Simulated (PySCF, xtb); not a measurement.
CH6ClFSi2, SMILES C([SiH3])[Si@@H](Cl)F.

GFN2-xTB in xtb at its own geometry gives an orbital gap of 5.72 eV and a dipole moment of 2.23 D.

Geometry: PBE0-D3(BJ)/def2-SVP. The structure was generated by enumeration; whether it is a known compound was not checked. Other conformers were not sampled.

Question: What does PBE/def2-TZVP (PySCF) give? (The exact figures need the calculation; the answer reports its results.)

Answer: gap 7.13 eV (levels -7.60 and -0.47 eV), dipole 2.15 D.
